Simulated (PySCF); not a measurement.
From computed data to an observable: oscillator strength and radiative lifetime

H₂IInO₂, SMILES [OH][In]([OH])[I].

The structure is a stationary point at B3LYP-D3(BJ)/def2-SVP. The def2 effective core potentials stand for the cores of I, In; spin–orbit coupling is left out. One conformer was computed; it need not be the lowest.

TDA-B3LYP/def2-SVPD in PySCF puts the first singlet state with f over 0.02 at 5.02 eV (vertical), with the transition dipole (0.000, 0.000, 0.544) in atomic units.

Question: Find the oscillator strength, the wavelength and the radiative lifetime that this transition would have in vacuum if emission retraced absorption.

Answer: 
|μ|² = 0.2959 au, so |μ| = 1.38 D. ΔE = 5.02/27.211 = 0.1845 hartree. f = (2/3) ΔE |μ|² = 0.036 (the program prints 0.036).
λ = 1239.84/5.02 = 247 nm; ν = 40489 cm⁻¹.
Einstein's coefficient A = 0.6670 ν² f s⁻¹ (ν in cm⁻¹) = 4.0e7 s⁻¹, so τ = 1/A = 25 ns. This state is S4; the lower singlets have f = 0.016, 0.005, 0.000. The figure is the radiative limit of this one transition; relaxation, internal conversion, crossing to triplets and a medium change what is measured.
